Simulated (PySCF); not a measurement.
## How methods differ on the ionisation energy of Ba

Ba [Xe] 6s2 → Ba⁺ [Xe] 6s1 [6s1/2^1, M_J = 1/2], as a difference of total energies. Calculation: PySCF 2.14, in x2c-TZVPall-2c with one added diffuse shell each of s, p, d type (12s12p10d1f, 105 functions); the two-component X2C-1e Hamiltonian. Correlated levels: [Kr] 4d10 frozen; the 24 highest virtual spinors dropped. "Screened" scales the spin-orbit matrix elements by Boettger's factors to mimic the two-electron term; Breit and QED terms are absent.

```json
{"method": "GHF (screened spin-orbit)", "ionisation energy (eV)": "4.274"}
{"method": "GMP2 (screened spin-orbit)", "ionisation energy (eV)": "5.029"}
```

How much does correlation contribute at GMP2 (screened spin-orbit)?

5.029 − (4.274) = 0.755 eV, measured against GHF (screened spin-orbit).

Errors of the correlated levels include the incompleteness of this basis and the frozen core.

MP2 underrates the near-degeneracy of ns² with np² in the lower species.

For comparison: 5.212 eV (measured; NIST Atomic Spectra Database, ionization energies).
